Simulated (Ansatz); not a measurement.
`[NH2][Y]([Cl])[Cl]` + CH₃OH → `C[O][Y]([NH2])[Cl]` + HCl  (ligand exchange at a Y–Cl bond)

Gas-phase electronic energies from Ansatz, PBE0-D4/def2-TZVP geometries. CCSD(T)/CBS adds triple-zeta CCSD(T) − MP2 to the extrapolated MP2 energy (def2 sets, frozen cores). This one scheme is used for every species. DFT in def2-TZVPP. Elements past krypton have def2 core potentials. For Y outer-core shells are correlated without core-valence functions, which leaves a few kJ/mol of doubt a bond. One conformer a species, not always the lowest.

CCSD(T)/CBS gives +50.9 kJ/mol.

Task: Another level gave +56.5 kJ/mol. Which?
A. ωB97X-V/def2-TZVPP
B. BLYP-D4/def2-TZVPP
C. PBE-D4/def2-TZVPP
D. BHLYP-D4/def2-TZVPP

Result: D. BHLYP-D4 56.5, PBE-D4 47.1, BLYP-D4 41.6, ωB97X-V 51.4 kJ/mol.

Task: What do rigid-rotor, harmonic-oscillator terms from PBE0-D4/def2-TZVP frequencies (298.15 K, 1 bar) make of the CCSD(T)/CBS value? (Estimate.)

Result: Ansatz gave: ΔZPE = -12.2 kJ/mol, ΔH = +41.9 kJ/mol, ΔS = 8 J/(mol·K), ΔG = +39.6 kJ/mol. Modes under 50 cm⁻¹ make the entropy rough.

Largest T1 diagnostic among the species: 0.013.

Leaving LDA and LC-ωPBE aside and taking each functional with its dispersion term where it has one, the values, not all of them listed here, spread over 16.4 kJ/mol, from BLYP-D4 to r2SCAN0-D4. LDA lies −6.8 kJ/mol from PBE without D4. At CCSD(T), def2-SVP lies −13.3 kJ/mol from the extrapolated value and def2-TZVPP −4.4 kJ/mol. From PBE to PBE0 (25 % exact exchange), in def2-TZVPP and without D4, ΔE moves by +7.6 kJ/mol.
